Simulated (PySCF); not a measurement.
A calculated (PBE, PySCF 2.14, def2-QZVPPD, no relativity, point nucleus) atom or ion has these occupied shells.

| shell | electrons | orbital energy (eV) | rms radius, mean of both spins (bohr) |
| --- | --- | --- | --- |
| 1s α | 1 | -663.79 | 0.205 |
| 1s β | 1 | -662.85 | 0.205 |
| 2s α | 1 | -31.293 | 1.10 |
| 2p α | 3 | -12.395 | 1.28 |
| 2p β | 3 | -10.643 | 1.28 |

Question: Name the element and its charge.

Answer: F (fluorine, neutral), in [He] 2s1 2p6, 2S determinant (an excited configuration).
